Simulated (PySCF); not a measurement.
## Cd+: excitation energy

Cd+ [Kr] 4d10 5s1 (2S) → Cd+ [Kr] 4d9 5s2 (2D), as a difference of total energies. Computed with PySCF 2.14 in def2-QZVPPD with the def2 core potential (28 electrons) (7s5p4d4f2g, 88 functions), with a scalar-relativistic core potential. Correlated levels: valence: 4s2 4p6 frozen; valence and next inner shell: nothing frozen outside the core potential. The calculations carry no spin-orbit coupling.

Task: Order these methods by the excitation energy they give, lowest first.
A. r2SCAN
B. SCS-MP2 (valence)
C. wB97M-V
D. PBEsol

Result: D (68670 cm⁻¹), C (68930 cm⁻¹), A (69989 cm⁻¹), B (72990 cm⁻¹).

Errors of the correlated levels include the incompleteness of this basis and the frozen core.

For comparison: 71513 cm⁻¹ (measured; NIST levels, between the centres of gravity of the two terms).
